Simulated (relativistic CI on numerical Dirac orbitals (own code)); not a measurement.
# Line list: Forbidden lines, Pd XXXI

These numbers are calculated, not measured: Dirac-Coulomb-Breit CI, separate exchange-only KLI orbitals for each configuration, model QED (radiative potential, 1s self-energy scaled to tabulated hydrogen-like ionisation energies), unscaled Slater integrals (own radial code, finite nucleus).

Configurations in the expansion (outside the closed core [Ne]): 3s2 3p4, 3s 3p5, 3s2 3p3 3d, 3p6, 3s 3p4 3d, 3p5 3d, 3s 3p3 3d2, 3s2 3p2 3d 4p, 3p5 4s, 3s 3p3 3d 4s, 3s2 3p3 4s, 3p5 4p, 3s2 3p2 3d2, 3s2 3p 3d3, 3s 3p2 3d3, 3s2 3p 3d2 4s, 3p4 3d2, 3p3 3d3, 3p3 3d2 4s, 3s2 3p2 3d 4s, 3s 3p2 3d2 4s, 3s2 3p 3d 4s2. Double excitations out of closed p, d and f shells are left out; levels of such configurations are missing from the list, as are those of other unlisted configurations, and high levels can miss mixing partners.

| λ vac (nm) | Lower | Upper | Type | A (s⁻¹) | gf | Branching (%) |
| --- | --- | --- | --- | --- | --- | --- |
| 9.2141 | 3s2 3p4 3P_2 [1] | 3s2 3p3 3d 5D°_4 [11] | M2 | 1.09e+03 | 1.25e-08 | 30.6 |
| 9.4636 | 3s2 3p4 1D_2 [4] | 3s2 3p3 3d 3F°_4 [25] | M2 | 1.27e+03 | 1.54e-08 | 2.6 |
| 24.497 | 3s2 3p3 3d 3F°_3 [20] | 3s2 3p3 3d 3F°_4 [40] | M1 | 4.12e+04 | 3.34e-06 | 4.9 |
| 26.606 | 3s2 3p3 3d 3D°_3 [21] | 3s2 3p3 3d 3F°_4 [40] | M1 | 9.60e+04 | 9.17e-06 | 11.4 |
| 27.349 | 3s2 3p3 3d 3G°_4 [23] | 3s2 3p3 3d 3F°_4 [40] | M1 | 2.67e+05 | 2.70e-05 | 31.7 |
| 27.703 | 3s2 3p4 3P_1 [3] | 3s2 3p4 3P_0 [5] | M1 | 1.33e+06 | 1.53e-05 | 99.6 |
| 28.743 | 3s2 3p3 3d 3F°_4 [24] | 3s2 3p3 3d 3F°_4 [40] | M1 | 2.02e+05 | 2.25e-05 | 23.9 |
| 30.729 | 3s2 3p4 3P_2 [1] | 3s2 3p4 1D_2 [4] | M1 | 2.54e+05 | 1.80e-05 | 99.3 |
| 31.758 | 3s2 3p3 3d 5D°_4 [11] | 3s2 3p3 3d 3G°_5 [27] | M1 | 6.11e+04 | 1.02e-05 | 90.8 |
| 31.767 | 3s2 3p3 3d 5D°_3 [10] | 3s2 3p3 3d 3F°_4 [24] | M1 | 6.37e+04 | 8.67e-06 | 34.5 |
| 32.150 | 3s2 3p3 3d 3F°_4 [25] | 3s2 3p3 3d 3F°_4 [40] | M1 | 3.43e+04 | 4.79e-06 | 4.1 |
| 33.662 | 3s2 3p3 3d 5D°_3 [10] | 3s2 3p3 3d 3G°_4 [23] | M1 | 5.64e+03 | 8.62e-07 | 3.4 |
| 33.691 | 3s2 3p3 3d 5D°_4 [11] | 3s2 3p3 3d 3F°_4 [25] | M1 | 2.07e+04 | 3.17e-06 | 41.8 |
| 34.133 | 3s2 3p3 3d 3G°_5 [27] | 3s2 3p3 3d 3F°_4 [40] | M1 | 1.05e+05 | 1.65e-05 | 12.4 |
| 36.132 | 3s2 3p4 3P_2 [1] | 3s2 3p4 3P_1 [3] | M1 | 3.59e+05 | 2.11e-05 | 84.7 |
| 38.471 | 3s2 3p3 3d 5D°_4 [11] | 3s2 3p3 3d 3F°_4 [24] | M1 | 1.05e+05 | 2.10e-05 | 56.8 |
| 41.286 | 3s2 3p3 3d 5D°_4 [11] | 3s2 3p3 3d 3G°_4 [23] | M1 | 1.30e+05 | 2.99e-05 | 79.3 |
| 48.569 | 3s2 3p3 3d 3D°_3 [32] | 3s2 3p3 3d 3F°_4 [40] | M1 | 2.90e+04 | 9.22e-06 | 3.4 |
| 50.831 | 3s2 3p4 1S_0 [2] | 3s2 3p4 3P_1 [3] | M1 | 6.41e+04 | 7.45e-06 | 15.1 |
| 51.509 | 3s2 3p3 3d 3G°_3 [14] | 3s2 3p3 3d 3F°_4 [25] | M1 | 2.07e+04 | 7.42e-06 | 41.8 |
| 53.735 | 3s2 3p3 3d 3F°_3 [33] | 3s2 3p3 3d 3F°_4 [40] | M1 | 2.66e+04 | 1.04e-05 | 3.1 |
| 63.587 | 3s2 3p3 3d 3G°_3 [14] | 3s2 3p3 3d 3F°_4 [24] | M1 | 1.53e+04 | 8.34e-06 | 8.3 |
| 69.438 | 3s2 3p3 3d 1F°_3 [36] | 3s2 3p3 3d 3F°_4 [40] | M1 | 1.74e+04 | 1.13e-05 | 2.1 |
| 71.663 | 3s2 3p3 3d 3G°_3 [14] | 3s2 3p3 3d 3G°_4 [23] | M1 | 2.62e+04 | 1.82e-05 | 16.0 |
| 102.91 | 3s2 3p3 3d 3F°_3 [20] | 3s2 3p3 3d 3F°_4 [25] | M1 | 4.36e+03 | 6.23e-06 | 8.8 |
| 124.96 | 3s2 3p4 3P_2 [1] | 3s2 3p4 1S_0 [2] | E2 | 3.95e+00 | 9.25e-10 | 100.0 |
| 137.62 | 3s2 3p3 3d 3G°_4 [23] | 3s2 3p3 3d 3G°_5 [27] | M1 | 5.46e+03 | 1.70e-05 | 8.1 |
| 182.30 | 3s2 3p3 3d 5D°_3 [10] | 3s2 3p3 3d 5D°_4 [11] | M1 | 2.47e+03 | 1.11e-05 | 69.4 |

Terms are leading LS components. Brackets give the number of a level in order of energy, since labels repeat. The list gives strong lines, with weight on those to low levels, among the lowest 200 of 2790 levels, so that lines to higher ones, which can be the strongest, are missing. Levels whose partners in the same complex of configurations lie outside the list can be far off, and so can their lines. Rates are taken at the computed energies, electric ones in the length gauge.

At this charge energies of transitions that change n are usually good to better than 1 %, and those within a shell (Δn = 0) to a few per cent.

LS names give the leading component of a level, which can be under half, so a name can repeat, a term be missing and a line seem to break the LS rules.
